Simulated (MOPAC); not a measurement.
Input file for MOPAC: AM1 on SbS, 2S+1 = 2, a spin state set in the input, which need not be the lowest, a point of a bond scan (R = 2.270 Å).

```
AM1 1SCF PRECISE CHARGE=0 UHF MS=0.5 THREADS=1
SSb

S      0.00000000 1     0.00000000 1     0.00000000 1
Sb     0.00000000 1     0.00000000 1     2.26973600 1
```

It printed:

```
*******************************************************************************
 **                                                                           **
 **                              MOPAC v23.2.5                                **
 **                                                                           **
 *******************************************************************************
 ** MOPAC's Digital Object Identifier: https://doi.org/10.5281/zenodo.6511958 **
 **                                                                           **
 ** Please cite the open-source release paper for use of this MOPAC version:  **
 ** J. E. Moussa and J. J. P. Stewart (2026)                                  **
 ** MOPAC: An open-source semiempirical molecular orbital program             **
 ** J. Open Source Softw., 11(119), 8025, https://doi.org/10.21105/joss.08025 **
 *******************************************************************************

                              AM1 CALCULATION RESULTS

 *******************************************************************************
 *  AM1        - The AM1 Hamiltonian to be used
 *  UHF        - UNRESTRICTED HARTREE-FOCK CALCULATION
 *
 *
 *
 *                 CHARGE ON SYSTEM = 0
 *
 *
 *
 *  MS=        - IN MECI, MAGNETIC COMPONENT OF SPIN =  0.5
 *  PRECISE    - TIGHTER CRITERIA TO BE USED
 *  1SCF       - DO 1 SCF AND THEN STOP
 *  THREADS=1  - MULTI-THREADING NOT USED
 *  T=         - A TIME OF 172800.0 SECONDS REQUESTED
 *  DUMP=N     - RESTART FILE WRITTEN EVERY 7200.0 SECONDS REQUESTED
 *******************************************************************************
AM1 1SCF PRECISE CHARGE=0 UHF MS=0.5 THREADS=1
 SSb

   ATOM   CHEMICAL          X               Y               Z
  NUMBER   SYMBOL      (ANGSTROMS)     (ANGSTROMS)     (ANGSTROMS)

     1       S          0.00000000  *   0.00000000  *   0.00000000  *
     2      Sb          0.00000000  *   0.00000000  *   2.26973600  *



          CARTESIAN COORDINATES

    NO.       ATOM           X           Y           Z

     1         S          0.0000      0.0000      0.0000
     2        Sb          0.0000      0.0000      2.2697

  S: (AM1): M.J.S. DEWAR, Y-C YUAN, INORGANIC CHEMISTRY, 29, 3881:3890,  (1990)
 Sb: (AM1): J. J. P. STEWART, J. MOL. MOD., 10, 155-164 (2004)

           Empirical Formula: S Sb  =     2 atoms



      MOLECULAR POINT GROUP   :   C*v


          UHF CALCULATION, NO. OF ALPHA ELECTRONS =    6
                           NO. OF BETA  ELECTRONS =    5

 -------------------------------------------------------------------------------
 AM1 1SCF PRECISE CHARGE=0 UHF MS=0.5 THREADS=1
 SSb



     1SCF WAS SPECIFIED, SO BFGS WAS NOT USED
     SCF FIELD WAS ACHIEVED


                              AM1 CALCULATION
                                                       MOPAC v23.2.5 Linux




          FINAL HEAT OF FORMATION =         47.75195 KCAL/MOL =     199.79417 KJ/MOL


          COSMO AREA              =        103.34 SQUARE ANGSTROMS
          COSMO VOLUME            =         93.17 CUBIC ANGSTROMS

          IONIZATION POTENTIAL    =          8.522722 EV
          ALPHA SOMO LUMO (EV)    =         -8.523 -1.478
          BETA  SOMO LUMO (EV)    =         -9.066 -1.977
          NO. OF ALPHA ELECTRONS  =          6
          NO. OF BETA  ELECTRONS  =          5
          MOLECULAR WEIGHT        =        153.8100         POINT GROUP:  C*v

          MOLECULAR DIMENSIONS (Angstroms)

            Atom       Atom       Distance
           Sb     2    S     1     2.26974
           Sb     2    S     1     0.00000
            S     1   Sb     2     0.00000


          SCF CALCULATIONS        =          1





   ATOM   CHEMICAL          X               Y               Z
  NUMBER   SYMBOL      (ANGSTROMS)     (ANGSTROMS)     (ANGSTROMS)

     1       S          0.00000000  *   0.00000000  *   0.00000000  *
     2      Sb          0.00000000  *   0.00000000  *   2.26973600  *

                             CARTESIAN COORDINATES

   1    S        0.000000000     0.000000000     0.000000000
   2   Sb        0.000000000     0.000000000     2.269736000


           Empirical Formula: S Sb  =     2 atoms



      MOLECULAR POINT GROUP   :   C*v


          ALPHA EIGENVALUES
 -19.55520 -15.63427 -11.43220 -11.04953 -10.30741  -8.52272  -1.47792  -0.63770


           BETA EIGENVALUES
 -19.06180 -13.95889 -10.32160  -9.17767  -9.06644  -1.97744  -1.48006  -0.10778


              NET ATOMIC CHARGES AND DIPOLE CONTRIBUTIONS

  ATOM NO.   TYPE          CHARGE      No. of ELECS.   s-Pop       p-Pop
    1          S          -0.457880        6.4579     1.98262     4.47526
    2         Sb           0.457880        4.5421     1.94633     2.59579
 DIPOLE           X         Y         Z       TOTAL
 POINT-CHG.     0.000     0.000     4.992     4.992
 HYBRID         0.000     0.000    -1.337     1.337
 SUM            0.000     0.000     3.655     3.655


          ATOMIC ORBITAL ELECTRON POPULATIONS

     Atom    s        px        py        pz
    1  S   1.98262   1.39795   1.76504   1.31226
    2 Sb   1.94633   1.60205   0.23496   0.75879


                    (SZ)    =    0.500000
                    (S**2)  =    0.793436


          ATOMIC ORBITAL SPIN POPULATIONS

    Atom   Total    s     px     py     pz
         Atomic
    1  S  0.8237  0.003  0.602  0.098  0.121
    2 Sb  0.1763  0.012  0.398 -0.098 -0.136

 **********************
 *                    *
 * JOB ENDED NORMALLY *
 *                    *
 **********************




 == MOPAC DONE ==
```

The run finished.

Cost: very roughly 0.020 core-seconds.
